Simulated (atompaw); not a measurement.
## An all-electron radial function and its pseudo partner (carbon)

Columns: radius, all-electron u(r) and pseudo u(r) of the 2s shell (level -13.75 eV) of carbon in the configuration [He] 2s2 2p2; PBE, scalar-relativistic, PAW (atompaw) scheme, atompaw 4.2.0.5.

| r (bohr) | all-electron | pseudo |
| --- | --- | --- |
| 0.073 | -0.2895 | 0.0861 |
| 0.146 | -0.3496 | 0.1711 |
| 0.219 | -0.2884 | 0.2540 |
| 0.292 | -0.1678 | 0.3339 |
| 0.365 | -0.0236 | 0.4098 |
| 0.438 | 0.1235 | 0.4808 |
| 0.512 | 0.2639 | 0.5472 |
| 0.585 | 0.3881 | 0.6065 |
| 0.658 | 0.4956 | 0.6590 |
| 0.731 | 0.5862 | 0.7046 |
| 0.804 | 0.6600 | 0.7428 |
| 0.877 | 0.7178 | 0.7736 |
| 0.950 | 0.7611 | 0.7972 |
| 1.023 | 0.7914 | 0.8136 |
| 1.096 | 0.8103 | 0.8232 |
| 1.169 | 0.8194 | 0.8264 |
| 1.242 | 0.8202 | 0.8237 |
| 1.315 | 0.8141 | 0.8156 |
| 1.388 | 0.8023 | 0.8029 |
| 1.462 | 0.7857 | 0.7858 |
| 1.535 | 0.7657 | 0.7657 |
| 1.608 | 0.7428 | 0.7428 |
| 1.681 | 0.7179 | 0.7179 |
| 1.754 | 0.6914 | 0.6914 |
| 1.827 | 0.6640 | 0.6640 |
| 1.900 | 0.6359 | 0.6359 |

How many radial nodes do the two functions have?

The all-electron 2s function has n − l − 1 = 1; the pseudo-wave has 0, since the states of the same l below it are removed with the core.

Is the pseudo-wave norm-conserving?

No, it belongs to a PAW set: the norm inside the radius is not constrained, and the difference is carried by the augmentation charge.
